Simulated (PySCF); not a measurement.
Core-level binding energies of n-SiGeGeSiH10

n-SiGeGeSiH10.
Cartesian coordinates in Å at the PBE0-D3(BJ)/def2-SVP level; atoms count from 1:
```xyz
14
Ge2H10Si2 angstrom
Si     2.982    0.212    0.491
Ge     0.837   -0.813    0.349
Ge    -0.832    0.792   -0.373
Si    -2.991   -0.210   -0.465
H      2.945    1.305    1.510
H      3.339    0.802   -0.836
H      4.034   -0.776    0.880
H      0.427   -1.382    1.724
H      0.873   -1.986   -0.652
H     -0.434    1.340   -1.759
H     -0.845    1.978    0.614
H     -3.347   -0.741    0.887
H     -4.032    0.778   -0.887
H     -2.976   -1.344   -1.438
```

Method used: delta-SCF UKS SCAN, pcX-2 on the ionised atom, pcseg-1 elsewhere, spin-free X2C (PySCF). These are vertical core ionisation energies against the vacuum level, from separate self-consistent calculations with and without the core hole.

Task: List the computed XPS lines with their assignment.

Result: 
```csv
atom(s),bonded to,level,binding energy (eV),2p1/2 (eV),count
Si1/Si4,3 H and Ge,Si 2p3/2,106.45,107.08,2
Si1/Si4,3 H and Ge,Si 1s,1846.18,–,2
```

Task: Which photon energy gives electrons from Si 2p3/2 of Si1/Si4 a kinetic energy of 100 eV, and what is their de Broglie wavelength?

Result: hν = 106.45 + 100 = 206.45 eV, recoil neglected; λ = 12.264 Å/√(E/eV) = 1.23 Å.

Atoms equivalent by their bonding share one computed value, that of the first of them. 2p3/2 and 2p1/2 are the ΔSCF energy of one spin-free 2p hole plus the eigenvalues of a spin–orbit and ligand-field matrix of the shell. 2p1/2 minus 2p3/2 (ligand field included): Si 0.62 eV. No level of germanium is listed. Geometry: PBE0-D3(BJ)/def2-SVP, one conformer, isolated molecule.
